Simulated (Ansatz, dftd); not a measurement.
Reaction: SiNH3F (SMILES N[SiH]F, doublet) → SiNH3F (SMILES [NH][SiH2]F, doublet)
Each species at its own B3LYP-D3(BJ)/def2-TZVP minimum (Ansatz, a program for electronic structure), one conformer.

Quantity: isomerisation energy (electronic), in kcal/mol. UHF or UKS for unpaired electrons; spin-orbit terms are left out. Correlated methods leave the cores frozen. Rows without X2C or -DK are non-relativistic. CBS(X,Y): correlation extrapolated as X^-3, Hartree-Fock from the larger set. A bracket is a step between two methods taken in the basis named. The functionals are non-relativistic, so their misses hold any scalar relativity. '+ core + X2C': CCSD(T) terms for core correlation (cc-pwCVTZ, 1s frozen past Ne) and scalar relativity (cc-pVTZ-DK).

Compared with CCSD(T)/CBS(cc-pV(T+d)Z,cc-pV(Q+d)Z) + [CCSDT(Q) - CCSD(T)]/cc-pV(D+d)Z + core + X2C (Ansatz): 19.3 kcal/mol.

Costs are rough ratios of core time, to one figure, on one kind of shared machine, summed over the single points of the molecules; atoms, geometries and frequencies are left out. The first row took roughly 20 core seconds; short runs hold start-up time.

```csv
level,program,cost relative to the first row,difference (kcal/mol)
B3LYP-D3(BJ)/def2-TZVPD,Ansatz + dftd3,1,-0.8
B3LYP/def2-TZVPD,Ansatz,1,-1.0
CAM-B3LYP-D3(BJ)/def2-TZVPD,Ansatz + dftd3,1,-0.5
CAM-B3LYP/def2-TZVPD,Ansatz,1,-0.6
r2SCANh/def2-TZVPD,Ansatz,1,-0.4
CCSD(T)/cc-pV(D+d)Z,Ansatz,2,-5.0
CCSDT(Q)/cc-pV(D+d)Z,Ansatz,100,-5.0
```

The dearest row costs roughly 100 times the first. Costs within a factor of two don't rank. The table holds for this case alone.
